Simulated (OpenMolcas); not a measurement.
## Xe³⁺: effect of the active space

| Item | Value |
| --- | --- |
| Program | OpenMolcas 26.06 |
| Method | SS-CASPT2 or its RAS form, IPEA 0.25 Eh, imaginary shift 0.1 Eh |
| Basis | ANO-RCC-VTZP |
| Scalar Hamiltonian | DKH2, point nucleus |
| Spin-orbit coupling | state interaction with AMFI integrals over the reference wave functions, term energies averaged over their components |

A. 3 electrons in 3 orbitals (5p); 2S+1 = 4 odd, 1 root; 2S+1 = 2 odd, 8 roots; closed shells correlated: 4d 5s; CASPT2 step about 1.4 core-seconds
B. 5 electrons in 9 orbitals (RAS2 5s 5p; RAS3 5d, at most 2 electrons); 2S+1 = 4 odd, 1 root; 2S+1 = 2 odd, 11 roots; 2S+1 = 4 even, 3 roots; 2S+1 = 2 even, 9 roots; closed shells correlated: 4d; CASPT2 step about 20 core-seconds

Energies in cm⁻¹ above 5s² 5p³ ⁴S°_3/2, the measured ground level; measured values from Saloman, J. Phys. Chem. Ref. Data 33, 765 (2004).

| Level | A | B | Measured |
| --- | --- | --- | --- |
| 5s² 5p³ ⁴S°_3/2 | 0.0 | 0.0 | 0.0 |
| 5s² 5p³ ²D°_3/2 | 14070 | 13740 | 13267 |
| 5s² 5p³ ²D°_5/2 | 17820 | 17370 | 17511 |
| 5s² 5p³ ²P°_1/2 | 29100 | 28690 | 28036 |
| 5s² 5p³ ²P°_3/2 | 35280 | 34540 | 35650 |

Deviations, from unrounded energies. A percentage is the sum of absolute deviations over the sum of measured energies, with the sign that they share, or ± where signs differ.

```json
{"Against measurement": "mean absolute deviation (cm-1)", "Levels": "4", "A": "640", "B": "600"}
{"Against measurement": "other terms of the ground configuration (%)", "Levels": "4", "A": "±2.7", "B": "±2.5"}
```

B lies closest to measurement on these levels. The largest miss of B in the table is 5s² 5p³ ²P°_3/2, by -1100 cm-1. The ranking rests on the paired levels alone, and a cruder setting can come out closer through cancelling errors.

Between A and B the level of the table that moves most is 5s² 5p³ ²P°_3/2, by 740 cm-1 (lowest in B, highest in A). Moves below CASPT2's spread within the term are not significant.

Term energies are means over components that CASPT2 splits; among the terms shown or strongly mixed into the levels shown the widest spread is 81 cm-1 (5s² 5p³ ²P°, A). With the s shell closed, the reference lacks s² → p² mixing (holds for A). The run also gave levels led by 5s² 5p² 5d, which use shells meant for correlation; these and all levels above them are left out (holds for B). Computed and measured levels are paired by configuration, term and J; levels that our copy of the source lacks, or whose pairing is in doubt (as where it misses far off the trend of its configuration), stay unpaired and out of the deviations. Only configurations of the active space appear. Levels that lie high or do not pair safely by name in every column are left out.

° marks odd parity.
